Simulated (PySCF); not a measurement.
Ge(H)3(SH) (GeH4S), SMILES [SH][GeH3]. Geometry: PBE0-D3(BJ)/def2-TZVP.

Computed equilibrium geometry at PBE0-D3(BJ)/def2-TZVP (PySCF confirms it by a frequency run) as bond lengths and angles, and its point group:
point group Cs.
Atoms: Ge1 S2 H3 H4 H5 H6. Bonded distances (Å): Ge1–S2 2.224, Ge1–H3 1.536, Ge1–H4 1.533, Ge1–H5 1.536, S2–H6 1.343. Bond angles (°): S2–Ge1–H3 110.4, S2–Ge1–H4 104.9, S2–Ge1–H5 110.4, H3–Ge1–H4 110.6, H3–Ge1–H5 109.8, H4–Ge1–H5 110.6, Ge1–S2–H6 94.5.
Charge 0, spin multiplicity 1.
